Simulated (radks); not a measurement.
Question: These are the eigenvalues of the occupied orbitals of an atom or ion with whole-number occupations (eV). Calculated with a radial shooting solver on a logarithmic mesh with Libxc functionals: non-relativistic Kohn-Sham, PW91, spin-polarised, spherical densities, point nucleus.

1s up: -5393.013
1s down: -5392.922
2s up: -664.0481
2s down: -663.9590
2p up: -570.8365
2p down: -570.7502
3s up: -130.7557
3s down: -130.4813
3p up: -104.6583
3p down: -104.3494
4s up: -42.7167

Which element is it, and in what charge state? The configuration may be excited. Open shells, if any, are filled with parallel spins first.

Answer: Z = 23, vanadium, charge +4: V4+ in [Ar] 4s1. The list shows which subshells hold electrons but not how many an open one holds; the 1s level, -198.19 hartree, gives Z - s = 19.9 by -(Z - s)^2/2, which with screening narrows Z to a few neighbours, and the depths of the outer levels then fix element, charge and occupations together.
